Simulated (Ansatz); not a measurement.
`C[Si](O)(O)[SiH3]` + H–F → `C[Si](O)(O)F` + SiH₄  (cleavage of the Si–Si bond)

Isolated molecules relaxed with PBE0-D4/def2-TZVP in Ansatz; ΔE leaves out vibrations. CCSD(T)/CBS is the MP2 limit (def2-TZVPP, def2-QZVPP) plus CCSD(T) − MP2 in def2-TZVPP, frozen cores. This one scheme is used for every species. DFT in def2-TZVPP. One conformer a species, not always the lowest.

```
             level  ΔE (kJ/mol)  difference from CCSD(T)/CBS
           PBE0-D4       -162.6                         14.1
          BHLYP-D4       -189.9                        -13.2
            B2PLYP       -187.7                        -11.0
               PBE       -159.6                         17.1
            revPBE       -158.8                         17.9
             BHLYP       -199.2                        -22.5
       HF/def2-SVP       -203.8                        -27.1
     HF/def2-TZVPP       -214.3                        -37.6
     HF/def2-QZVPP       -216.4                        -39.7
SCS-MP2/def2-QZVPP       -187.3                        -10.6
       CCSD(T)/CBS       -176.7                            0
```

What do rigid-rotor, harmonic-oscillator terms from PBE0-D4/def2-TZVP frequencies (298.15 K, 1 bar) make of the CCSD(T)/CBS value? (An estimate is asked.)

Computed: ΔZPE = -0.7 kJ/mol, ΔH = -180.6 kJ/mol, ΔS = -9 J/(mol·K), ΔG = -177.8 kJ/mol.

Largest T1 diagnostic among the species: 0.012.

From PBE to PBE0 (25 % exact exchange), in def2-TZVPP and without D4, ΔE moves by −8.3 kJ/mol. In def2-TZVPP, CCSD(T) changes the Hartree–Fock value by +34.9 kJ/mol (the triples alone add +5.1 kJ/mol) and MP2 by +32.1 kJ/mol.

CCSD(T)/CBS has its own doubt, a few kJ/mol and more with outer-core shells, so smaller differences from it don't rank the levels.
